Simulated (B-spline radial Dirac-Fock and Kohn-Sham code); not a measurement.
## Binding energies of Hf⁺ in different valence configurations

The computed values come from a radial B-spline solver: Dirac-Fock energy differences between relaxed states, corrected for Breit and QED terms. No correlation.

Reference: the tabulated ground configuration [Xe] 4f14 5d1 6s2, with 2p1/2 10756.1 eV, 2p3/2 9577.7 eV, 3p1/2 2385.8 eV, 4p1/2 462.0 eV, 4d5/2 232.5 eV, 5p1/2 56.25 eV, Kα1 55779.7 eV, Kβ1 63227.5 eV, Lα1 7898.5 eV, Lβ2 9345.2 eV.

Shifts from the reference in eV.

| configuration | average energy | 2p1/2 | 2p3/2 | 3p1/2 | 4p1/2 | 4d5/2 | 5p1/2 | Kα1 | Kβ1 | Lα1 | Lβ2 |
| --- | --- | --- | --- | --- | --- | --- | --- | --- | --- | --- | --- |
| [Xe] 4f14 5d2 6s1 | +0.74 | -3.19 | -3.20 | -3.15 | -3.14 | -3.12 | -2.57 | +0.11 | +0.06 | -0.06 | -0.07 |
| [Xe] 4f14 5d3 | +2.77 | -5.98 | -6.00 | -5.93 | -5.91 | -5.88 | -4.87 | +0.25 | +0.17 | -0.10 | -0.11 |
| [Xe] 4f14 5d1 6s1 6p1 | +3.76 | +1.37 | +1.37 | +1.37 | +1.37 | +1.37 | +1.34 | -0.02 | -0.02 | 0.00 | 0.00 |
| [Xe] 4f14 6s2 6p1 | +4.09 | +4.76 | +4.77 | +4.71 | +4.69 | +4.66 | +3.96 | -0.15 | -0.09 | +0.07 | +0.11 |
